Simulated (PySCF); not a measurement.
**3-methoxyphenylboronic acid, C$_{7}$H$_{9}$BO$_{3}$**

Molfile (atoms numbered from 1):
```
C7H9BO3
     RDKit          3D

 20 20  0  0  0  0  0  0  0  0999 V2000
   -3.4501    0.4301   -0.0110 C   0  0  0  0  0  0  0  0  0  0  0  0
   -2.1339    0.8971    0.0698 O   0  0  0  0  0  0  0  0  0  0  0  0
   -1.1306   -0.0014    0.1678 C   0  0  0  0  0  0  0  0  0  0  0  0
   -1.3077   -1.3884    0.1843 C   0  0  0  0  0  0  0  0  0  0  0  0
   -0.1917   -2.2219    0.2956 C   0  0  0  0  0  0  0  0  0  0  0  0
    1.0894   -1.6935    0.3897 C   0  0  0  0  0  0  0  0  0  0  0  0
    1.2836   -0.3014    0.3671 C   0  0  0  0  0  0  0  0  0  0  0  0
    2.7352    0.2927    0.4608 B   0  0  0  0  0  0  0  0  0  0  0  0
    3.0270    1.6032    0.2124 O   0  0  0  0  0  0  0  0  0  0  0  0
    3.7566   -0.5380    0.7975 O   0  0  0  0  0  0  0  0  0  0  0  0
    0.1638    0.5252    0.2584 C   0  0  0  0  0  0  0  0  0  0  0  0
   -3.6125   -0.1927   -0.9088 H   0  0  0  0  0  0  0  0  0  0  0  0
   -3.7350   -0.1557    0.8811 H   0  0  0  0  0  0  0  0  0  0  0  0
   -4.0958    1.3152   -0.0738 H   0  0  0  0  0  0  0  0  0  0  0  0
   -2.3032   -1.8278    0.1137 H   0  0  0  0  0  0  0  0  0  0  0  0
   -0.3397   -3.3047    0.3095 H   0  0  0  0  0  0  0  0  0  0  0  0
    1.9557   -2.3516    0.4814 H   0  0  0  0  0  0  0  0  0  0  0  0
    2.2630    2.1126   -0.0718 H   0  0  0  0  0  0  0  0  0  0  0  0
    4.5992   -0.0710    0.8055 H   0  0  0  0  0  0  0  0  0  0  0  0
    0.2453    1.6169    0.2530 H   0  0  0  0  0  0  0  0  0  0  0  0
  1  2  1  0
  2  3  1  0
  3  4  1  0
  4  5  2  0
  5  6  1  0
  6  7  2  0
  7  8  1  0
  8  9  1  0
  8 10  1  0
  7 11  1  0
 11  3  2  0
  1 12  1  0
  1 13  1  0
  1 14  1  0
  4 15  1  0
  5 16  1  0
  6 17  1  0
  9 18  1  0
 10 19  1  0
 11 20  1  0
M  END
```

The calculation used TDDFT CAM-B3LYP/def2-SVPD excited states, vertical, gas phase in PySCF. Geometry: PBE0-D3(BJ)/def2-SVP.

Question: How strongly do the lowest singlets absorb one photon, and two photons of half the energy?

Answer: δ for parallel linear polarisation; σ at the peak of a Lorentzian of half width 0.1 eV, single beam; Ω is circular over linear.
```csv
state,E (eV),f,photon λ (nm),δ (au),σ (GM),Ω,main
S1,4.86,0.048,511,21.3,0.18,1.42,"HOMO→LUMO 0.84, HOMO−1→LUMO+2 0.13"
S2,5.73,0.012,432,28.1,0.34,1.43,"HOMO→LUMO+2 0.54, HOMO−1→LUMO 0.41"
S3,6.16,0.003,402,14.2,0.20,1.41,"HOMO→LUMO+1 0.78, HOMO→LUMO+3 0.12"
S4,6.48,0.795,382,87.7,1.35,0.65,"HOMO−1→LUMO 0.54, HOMO→LUMO+2 0.41"
S5,6.69,0.015,371,48.7,0.80,1.47,"HOMO→LUMO+3 0.69, HOMO→LUMO+4 0.09"
S6,6.80,0.333,364,35.6,0.60,1.22,"HOMO−1→LUMO+2 0.74, HOMO→LUMO 0.12"
```

Among these, the strongest one-photon state is S4, the strongest two-photon state S4, with a dipole change of 1.9 D (relaxed, norm of the difference vector).
